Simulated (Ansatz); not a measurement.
`O[Si@]1(F)O[C@@H]1Cl`. Total charge 0; spin multiplicity 1. Geometry: relaxed with PBE0-D4/def2-TZVP. It is one conformer, not always the lowest.

```xyz
8

O    -0.507   -1.453   -1.138
Si    0.171   -0.747    0.138
F     1.091   -1.833    0.799
O    -0.680    0.238    1.126
C     0.353    1.015    0.396
Cl   -0.326    2.176   -0.742
H    -1.129   -0.927   -1.648
H     1.028    1.531    1.070
```

Question: What is the dipole moment at r2SCAN/def2-TZVPP? (Estimate.)

Answer: Ansatz gave: 1.07 D, with components (0.19, -0.14, -1.05) D in this frame, pointing from negative to positive charge.

Question: And with PBE, B3LYP, ωB97M-V? (Best estimate.)

Answer: Computed: PBE 1.06 D, B3LYP 1.15 D, ωB97M-V 1.17 D.

Question: Give the Mulliken charges with r2SCAN, PBE, B3LYP in def2-TZVPP. (An estimate is asked.)

Answer: The calculation gave: 
```csv
atom,r2SCAN,PBE,B3LYP
O1,-0.38,-0.32,-0.36
Si2,0.83,0.67,0.81
F3,-0.29,-0.25,-0.29
O4,-0.36,-0.29,-0.36
C5,0.00,-0.03,-0.02
Cl6,-0.14,-0.12,-0.13
H7,0.22,0.21,0.21
H8,0.10,0.13,0.14
```

B3LYP here is the variant with VWN-RPA as its local correlation; programs differ in this.
